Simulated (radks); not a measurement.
Coulomb parameter of the 4f shell of neutral praseodymium in the model configuration [Xe] 4f1 5d2 6s2, as a second difference U = [E(n + 0.5) + E(n - 0.5) - 2 E(n)] / (0.5)^2 with all orbitals relaxed. "Bare": the charge of the atom changes with n. "Screened": the 5d shell takes up the change at fixed total charge, which measures U(4f,4f) + U(5d,5d) - 2 U(4f,5d). Calculated with a radial shooting solver on a logarithmic mesh with Libxc functionals: Dirac Kohn-Sham, PBE, spin-unpolarised, spherical densities, point nucleus; open shells are shared between the two j in proportion to 2j + 1.

| case | configuration | E - E(n) (eV) |
|---|---|---|
| start | [Xe] 4f1 5d2 6s2 | 0.000 |
| bare +0.5 | [Xe] 4f1.5 5d2 6s2 | -4.473 |
| bare -0.5 | [Xe] 4f0.5 5d2 6s2 | 7.997 |
| screened +0.5 | [Xe] 4f1.5 5d1.5 6s2 | -3.475 |
| screened -0.5 | [Xe] 4f0.5 5d2.5 6s2 | 4.846 |

U(bare) = 14.093 eV, U(screened by 5d) = 5.485 eV, against the Slater integral F0(4f,4f) = 26.171 eV with frozen orbitals. The step up makes a negative ion, whose loosely bound charge lowers the bare value.
